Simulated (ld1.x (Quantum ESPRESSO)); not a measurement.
Wu–Cohen ultrasoft dataset for Rh (Z = 45), fully relativistic all-electron reference.

ld1.x (Quantum ESPRESSO) 7.5 was run on this input:

```
&input
   title='Rh', zed=45., rel=2, dft='WC', iswitch=3,
   config='[Kr] 4d8 4f-2 5s0.5 5p0', rel_dist='average',
   nld=7, rlderiv=2.55, eminld=-8.0, emaxld=5.0, deld=0.04
 /
 &inputp
   pseudotype=3, tm=.true., lloc=-2, rcloc=1.75,
   nlcc=.false.,
   which_augfun='PSQ', rmatch_augfun_nc=.true.,
   file_pseudopw='Rh.UPF', file_wfcaegen='ae.wfc', file_wfcncgen='nc.wfc', file_beta='beta', file_chi='chi', file_wfcusgen='us.wfc'
 /
7
4S  1  0   2.00   0.00  1.40  1.50  0.0
5S  2  0   0.50   0.00  1.40  1.50  0.0
4P  2  1   6.00   0.00  1.60  2.20  0.0
5P  3  1   0.00   0.00  1.60  2.20  0.0
4D  3  2   8.00   0.00  1.75  2.35  0.0
4D  3  2   0.00   2.40  1.75  2.35  0.0
4F  4  3  -2.00   0.35  1.30  1.70  0.0
 &test
   configts(1)='4s2 4p6 4d8 5s0.5 5p0'
 /
```

Command:

```bash
ld1.x < Rh.in > Rh.out
```

Output (shortened: banner, matrices, multipoles, cross overlaps and the repeated all-electron block are left out):

```
Program LD1 v.7.5

     !!!!!!!!!!!!!!!!!!! WARNING !!!!!!!!!!!!!!!!!!!!!!!
     Message from routine ld1_readin:
     US requires at least two energies per channel 4F
     !!!!!!!!!!!!!!!!!!!!!!!!!!!!!!!!!!!!!!!!!!!!!!!!!!!

     !!!!!!!!!!!!!!!!!!! WARNING !!!!!!!!!!!!!!!!!!!!!!!
     Message from routine ld1_readin:
     US requires at least two energies per channel 4F
     !!!!!!!!!!!!!!!!!!!!!!!!!!!!!!!!!!!!!!!!!!!!!!!!!!!
     --------------------------- All-electron run ----------------------------

     Rh
     dirac relativistic calculation

     atomic number is 45.00
     dft =WC   lsd =0 sic =0 latt =0  beta=0.20 tr2=1.0E-14
     Exchange-correlation= WC
                           (   1   4  11   4   0   0   0)
     mesh =1233 r(mesh) =  98.82371 a.u. xmin = -7.00 dx = 0.01250
     1 Ry =  13.60569312 eV, c = 137.03599908

     n l j   nl                  e(Ry)          e(Ha)          e(eV)
     Spin orbit split results
     1 0 0.5 1S 1( 2.00)     -1692.4211      -846.2105    -23026.5620
     2 0 0.5 2S 1( 2.00)      -245.5255      -122.7627     -3340.5446
     2 1 0.5 2P 1( 2.00)      -227.3960      -113.6980     -3093.8803
     2 1 1.5 2P 1( 4.00)      -216.7651      -108.3825     -2949.2394
     3 0 0.5 3S 1( 2.00)       -44.0811       -22.0406      -599.7541
     3 1 0.5 3P 1( 2.00)       -36.9811       -18.4905      -503.1529
     3 1 1.5 3P 1( 4.00)       -35.1524       -17.5762      -478.2731
     4 0 0.5 4S 1( 2.00)        -6.3283        -3.1642       -86.1010
     4 1 0.5 4P 1( 2.00)        -4.1720        -2.0860       -56.7631
     4 1 1.5 4P 1( 4.00)        -3.8843        -1.9421       -52.8480
     3 2 1.5 3D 1( 4.00)       -22.5627       -11.2814      -306.9818
     3 2 2.5 3D 1( 6.00)       -22.2021       -11.1011      -302.0754
     4 2 1.5 4D 1( 3.20)        -0.7245        -0.3623        -9.8580
     4 2 2.5 4D 1( 4.80)        -0.6953        -0.3477        -9.4606
     5 0 0.5 5S 1( 0.50)        -0.5448        -0.2724        -7.4130
     5 1 0.5 5P 1( 0.00)        -0.2492        -0.1246        -3.3911
     5 1 1.5 5P 1( 0.00)        -0.2364        -0.1182        -3.2166
     Averaged results
     1 0     1S 1( 2.00)     -1692.4211      -846.2105    -23026.5620
     2 0     2S 1( 2.00)      -245.5255      -122.7627     -3340.5446
     2 1     2P 1( 6.00)      -220.3087      -110.1544     -2997.4530
     3 0     3S 1( 2.00)       -44.0811       -22.0406      -599.7541
     3 1     3P 1( 6.00)       -35.7620       -17.8810      -486.5664
     4 0     4S 1( 2.00)        -6.3283        -3.1642       -86.1010
     4 1     4P 1( 6.00)        -3.9802        -1.9901       -54.1530
     3 2     3D 1(10.00)       -22.3464       -11.1732      -304.0379
     4 2     4D 1( 8.00)        -0.7070        -0.3535        -9.6195
     5 0     5S 1( 0.50)        -0.5448        -0.2724        -7.4130
     5 1     5P 1( 0.00)        -0.2407        -0.1203        -3.2748

     final scf error:  1.3E-15 reached in  29 iterations

     Etot =   -9568.501106 Ry,   -4784.250553 Ha, -130186.089696 eV

     Ekin =    9975.567139 Ry,    4987.783570 Ha,  135724.505223 eV
     Encl =  -23155.367651 Ry,  -11577.683825 Ha, -315044.826404 eV
     Eh   =    3887.390949 Ry,    1943.695474 Ha,   52890.648299 eV
     Exc  =    -276.091543 Ry,    -138.045772 Ha,   -3756.416814 eV

     normalization and overlap integrals

     s(1S/1S) =  1.000000  <r> =   0.0326  <r2> =    0.0014  r(max) =   0.0211
     s(2S/2S) =  1.000000  <r> =   0.1416  <r2> =    0.0237  r(max) =   0.1201
     s(2P/2P) =  1.000000  <r> =   0.1203  <r2> =    0.0178  r(max) =   0.0936
     s(2P/2P) =  1.000000  <r> =   0.1252  <r2> =    0.0191  r(max) =   0.0971
     s(3S/3S) =  1.000000  <r> =   0.3906  <r2> =    0.1748  r(max) =   0.3520
     s(3P/3P) =  1.000000  <r> =   0.3832  <r2> =    0.1709  r(max) =   0.3390
     s(3P/3P) =  1.000000  <r> =   0.3939  <r2> =    0.1804  r(max) =   0.3476
     s(4S/4S) =  1.000000  <r> =   0.9802  <r2> =    1.0900  r(max) =   0.8766
     s(4P/4P) =  1.000000  <r> =   1.0609  <r2> =    1.2919  r(max) =   0.9216
     s(4P/4P) =  1.000000  <r> =   1.0925  <r2> =    1.3707  r(max) =   0.9568
     s(3D/3D) =  1.000000  <r> =   0.3685  <r2> =    0.1624  r(max) =   0.2882
     s(3D/3D) =  1.000000  <r> =   0.3719  <r2> =    0.1653  r(max) =   0.2918
     s(4D/4D) =  1.000000  <r> =   1.5539  <r2> =    2.9829  r(max) =   1.1398
     s(4D/4D) =  1.000000  <r> =   1.5783  <r2> =    3.0827  r(max) =   1.1541
     s(5S/5S) =  1.000000  <r> =   3.0885  <r2> =   10.9581  r(max) =   2.5685
     s(5P/5P) =  1.000000  <r> =   4.2412  <r2> =   21.0321  r(max) =   3.2981
     s(5P/5P) =  1.000000  <r> =   4.3912  <r2> =   22.5180  r(max) =   3.4241

     ------------------------ End of All-electron run ------------------------

     --------------------- Generating US pseudopotential ---------------------

      Generating local potential from pseudized AE potential:
      Matching radius rcloc =   1.7500
      Enforcing V''(0)=0 (lloc=-2)

      Local pseudo, rcloc= 1.765 Estimated cut-off energy=    10.42 Ry

     Fully relativistic calculation: |psi|^2

     Wfc 4S LC norm =  0.99962150 SC norm =  0.00037849 missing  0.00000001

     Wfc 5S LC norm =  0.99996008 SC norm =  0.00003714 missing  0.00000278

     Wfc 4P LC norm =  0.99967555 SC norm =  0.00032442 missing  0.00000003

     Wfc 4P LC norm =  0.99969140 SC norm =  0.00030851 missing  0.00000009

     Wfc 5P LC norm =  0.99997987 SC norm =  0.00001970 missing  0.00000043

     Wfc 5P LC norm =  0.99998129 SC norm =  0.00001497 missing  0.00000375

     Wfc 4D LC norm =  0.99983281 SC norm =  0.00016716 missing  0.00000003

     Wfc 4D LC norm =  0.99983712 SC norm =  0.00016077 missing  0.00000211
      Wfc-us  4S rcutus= 1.482  Estimated cut-off energy=    24.60 Ry
      Wfc-us  5S rcutus= 1.482  Estimated cut-off energy=    48.62 Ry
      Wfc-us  4P rcutus= 2.211  Estimated cut-off energy=    18.25 Ry
      Wfc-us  4P rcutus= 2.211  Estimated cut-off energy=    18.15 Ry
      Wfc-us  5P rcutus= 2.211  Estimated cut-off energy=    13.98 Ry
      Wfc-us  5P rcutus= 2.211  Estimated cut-off energy=    13.83 Ry
      Wfc-us  4D rcutus= 2.324  Estimated cut-off energy=    21.85 Ry
      Wfc-us  4D rcutus= 2.324  Estimated cut-off energy=    21.81 Ry
      Wfc-us  4D rcutus= 2.324  Estimated cut-off energy=    19.65 Ry
      Wfc-us  4D rcutus= 2.324  Estimated cut-off energy=    19.58 Ry
      Wfc-us  4F rcutus= 1.679  Estimated cut-off energy=    50.68 Ry
      Wfc-us  4F rcutus= 1.679  Estimated cut-off energy=    50.68 Ry

     Q pseudized with Bessel functions
     Expected ecutrho=     286.2302 due to l1=  3   l2=  3

     ------------------- End of pseudopotential generation -------------------

     Computing logarithmic derivative in   2.55259
     Computing logarithmic derivative in   2.55259
     Computing the partial wave expansion
     R is outside the sphere for l=    0 j= 0.50
     R is outside the sphere for l=    0 j= 0.50
     R is outside the sphere for l=    1 j= 0.50
     R is outside the sphere for l=    1 j= 0.50
     R is outside the sphere for l=    1 j= 1.50
     R is outside the sphere for l=    1 j= 1.50
     R is outside the sphere for l=    2 j= 1.50
     R is outside the sphere for l=    2 j= 1.50
     R is outside the sphere for l=    2 j= 2.50
     R is outside the sphere for l=    2 j= 2.50
     R is outside the sphere for l=    3 j= 2.50
     R is outside the sphere for l=    3 j= 3.50

     ---------------------- Testing the pseudopotential ----------------------

     Rh
     dirac relativistic calculation

     atomic number is 45.00   valence charge is 17.00
     dft =WC   lsd =0 sic =0 latt =0  beta=0.20 tr2=1.0E-14
     mesh =1233 r(mesh) =  98.82371 xmin = -7.00 dx = 0.01250

     n l  j  nl             e AE (Ry)       e PS (Ry)    De AE-PS (Ry)
     1 0 0.5 4S   1( 2.00)       -6.32831       -6.32830       -0.00000
     2 1 0.5 4P   1( 2.00)       -4.17201       -4.17201        0.00000
     2 1 1.5 4P   1( 4.00)       -3.88425       -3.88425       -0.00000
     3 2 1.5 4D   1( 3.20)       -0.72455       -0.72455        0.00000
     3 2 2.5 4D   1( 4.80)       -0.69534       -0.69534        0.00000
     2 0 0.5 5S   1( 0.50)       -0.54485       -0.54485       -0.00000
     3 1 0.5 5P   1( 0.00)       -0.24924       -0.24924       -0.00000
     3 1 1.5 5P   1( 0.00)       -0.23642       -0.23642        0.00000

     eps = 5.5E-16  iter =  4

     Etot =   -9568.501106 Ry,   -4784.250553 Ha, -130186.089696 eV
     Etotps =  -221.993020 Ry,    -110.996510 Ha,   -3020.368900 eV

     Ekin =      34.949986 Ry,      17.474993 Ha,     475.518781 eV
     Encl =    -420.215018 Ry,    -210.107509 Ha,   -5717.316585 eV
     Ehrt =     186.272225 Ry,      93.136113 Ha,    2534.362731 eV
     Ecxc =     -21.916601 Ry,     -10.958301 Ha,    -298.190553 eV
     Epseu=      -1.083611 Ry,      -0.541805 Ha,     -14.743274 eV

     ---------------------- End of pseudopotential test ----------------------
```

Generation and configuration tests took about 3.5 s on one core of a shared server CPU.
